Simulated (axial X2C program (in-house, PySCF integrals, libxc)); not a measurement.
# Worked dissociation energy of TcSi: CCSD, spin-free

All values were computed with an axial X2C code built on PySCF integrals. Spin-free means the one-electron spin-free X2C Hamiltonian. Basis: Tc dyall-cv3z [12s12p8d5f3g], Si dyall-v3z [8s7p2d1f] (cores contracted in-house); Gaussian nuclei, density fitting, unrestricted open shells. Masses: Tc 98.907 u, Si 27.977 u.

Molecular state: M_S = 3/2, Λ = 0 (beyond evenly filled blocks: σα, δ+α, δ-α).

Correlated methods: 11 electrons correlated (number of frozen shells: Tc 4 s, 3 p, 1 d; Si 2 s, 1 p), 253 virtual spin orbitals or spinors in MP2, 90 natural virtuals in coupled cluster.

| Item | Value |
| --- | --- |
| E(Tc) (2M_S = 5, M_L = 0) | -4283.239108 hartree |
| E(Si) (2M_S = 2, M_L = 0) | -289.538076 hartree |
| E(TcSi) at Re | -4572.869666 hartree |
| ωe | 395.2 cm⁻¹ |
| ωexe | 2.17 cm⁻¹ |

(1) Work out De and D0.

One determinant describes the state; a PBE0 search over occupations chose it and may have missed a lower one. De is counted from the lowest determinant-based energies of the atoms at the same level, without counterpoise correction. CCSD ran in a truncated set of natural virtual spinors with an MP2 remainder; without triples it tends to underbind. The determinant is spin-polarised beyond a pure state at some levels (its spin-free form has ⟨S²⟩ too high), which makes Re and μ there less reliable. The T1 diagnostic is large, a sign of multireference character.

Each atomic determinant is the lowest at this level and need not be a pure term. Totals compare only within one Hamiltonian and basis.

Results:

(1) De = -4283.239108 + (-289.538076) − (-4572.869666) = 0.09248 hartree = 2.517 eV. The zero-point energy is ωe/2 − ωexe/4 = 197 cm⁻¹ = 0.024 eV, so D0 = 2.492 eV.
